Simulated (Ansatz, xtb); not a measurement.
**Two isomers of C3H5Au**

We compare X, `C=[C](C)[Au]`, a singlet, with Y, `C/C=[CH]\[Au]`, a singlet. Both are isolated molecules in the gas phase, relaxed with B3LYP-D3(BJ)/def2-SVP.

Quicker runs give these differences E(Y) − E(X): GFN2-xTB +0.05 kcal/mol; r2SCAN-D4/def2-SVP +1.23 kcal/mol (at GFN2-xTB geometries).

Question: Estimate E(Y) − E(X) at the level CCSD(T)/def2-TZVP.

Answer: Too close to call at this level: CCSD(T)/def2-TZVP gives E(Y) − E(X) = +0.65 kcal/mol.

How the difference moves with the method:

```
                level               geometry  E(Y) − E(X) (kcal/mol)  departure from the last row (kcal/mol)  job, with rough time for the two
             GFN2-xTB               GFN2-xTB                     +0.05                                   −0.60              optimisation, 0.48 s
   r2SCAN-D4/def2-SVP               GFN2-xTB                     +1.23                                   +0.59               single point, 8.7 s
B3LYP-D3(BJ)/def2-SVP  B3LYP-D3(BJ)/def2-SVP                     −0.31                                   −0.95             optimisation, 2.7 min
         HF/def2-TZVP  B3LYP-D3(BJ)/def2-SVP                     −1.17                                   −1.82           part of the CCSD(T) run
        MP2/def2-TZVP  B3LYP-D3(BJ)/def2-SVP                     +1.04                                   +0.40           part of the CCSD(T) run
    CCSD(T)/def2-TZVP  B3LYP-D3(BJ)/def2-SVP                     +0.65                                                       single point, 8 min
```

As drawn, both hold the same kinds of bond in the same numbers.

The largest departure from CCSD(T)/def2-TZVP is that of HF/def2-TZVP, 1.82 kcal/mol.

With harmonic frequencies from B3LYP-D3(BJ)/def2-SVP (ideal gas, rigid rotor, one conformer each, 298.15 K, 1 atm): the zero-point term adds +0.07 kcal/mol; ΔH is +0.74 and ΔG +0.55 kcal/mol.

The T1 diagnostic of structures X and Y is large, so the coupled-cluster value is less sure. The correlated steps freeze 3 core orbitals; the last core shell of Au is correlated, in a basis made for valence electrons. Atoms past krypton carry core potentials in the def2 sets and no spin–orbit term is included. Programs: Ansatz 0.2.0, xtb 6.7.1; the last row on 2 threads of AMD EPYC (Zen 3) on a shared host.
